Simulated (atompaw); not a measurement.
Reading a pseudo-wave (cerium)

Columns: radius, all-electron u(r) and pseudo u(r) of the 5p shell (level -23.23 eV) of cerium in the configuration [Kr] 4d10 4f1 5s2 5p6 5d1 6s2 6p0; PBE, scalar-relativistic, PAW (atompaw) scheme, atompaw 4.2.0.5.

```json
{"r (bohr)": "0.115", "all-electron": "0.0456", "pseudo": "0.0019"}
{"r (bohr)": "0.231", "all-electron": "0.2721", "pseudo": "0.0076"}
{"r (bohr)": "0.346", "all-electron": "-0.1063", "pseudo": "0.0170"}
{"r (bohr)": "0.462", "all-electron": "-0.4109", "pseudo": "0.0304"}
{"r (bohr)": "0.577", "all-electron": "-0.4354", "pseudo": "0.0476"}
{"r (bohr)": "0.692", "all-electron": "-0.2591", "pseudo": "0.0687"}
{"r (bohr)": "0.808", "all-electron": "0.0038", "pseudo": "0.0939"}
{"r (bohr)": "0.923", "all-electron": "0.2673", "pseudo": "0.1227"}
{"r (bohr)": "1.038", "all-electron": "0.4919", "pseudo": "0.1552"}
{"r (bohr)": "1.154", "all-electron": "0.6641", "pseudo": "0.1913"}
{"r (bohr)": "1.269", "all-electron": "0.7806", "pseudo": "0.2300"}
{"r (bohr)": "1.385", "all-electron": "0.8492", "pseudo": "0.2711"}
{"r (bohr)": "1.500", "all-electron": "0.8774", "pseudo": "0.3131"}
{"r (bohr)": "1.615", "all-electron": "0.8749", "pseudo": "0.3548"}
{"r (bohr)": "1.731", "all-electron": "0.8494", "pseudo": "0.3951"}
{"r (bohr)": "1.846", "all-electron": "0.8084", "pseudo": "0.4312"}
{"r (bohr)": "1.962", "all-electron": "0.7570", "pseudo": "0.4615"}
{"r (bohr)": "2.077", "all-electron": "0.7005", "pseudo": "0.4832"}
{"r (bohr)": "2.192", "all-electron": "0.6419", "pseudo": "0.4943"}
{"r (bohr)": "2.308", "all-electron": "0.5829", "pseudo": "0.4932"}
{"r (bohr)": "2.423", "all-electron": "0.5263", "pseudo": "0.4792"}
{"r (bohr)": "2.538", "all-electron": "0.4726", "pseudo": "0.4529"}
{"r (bohr)": "2.654", "all-electron": "0.4220", "pseudo": "0.4166"}
{"r (bohr)": "2.769", "all-electron": "0.3758", "pseudo": "0.3752"}
{"r (bohr)": "2.885", "all-electron": "0.3333", "pseudo": "0.3333"}
{"r (bohr)": "3.000", "all-electron": "0.2951", "pseudo": "0.2951"}
```

Q: How many radial nodes do the two functions have?

A: The all-electron 5p function has n − l − 1 = 3 (the table is too coarse to show those close to the nucleus); the pseudo-wave has 0, since the states of the same l below it are removed with the core.

Q: Is the pseudo-wave norm-conserving?

A: No, it belongs to a PAW set: the norm inside the radius is not constrained, and the difference is carried by the augmentation charge.
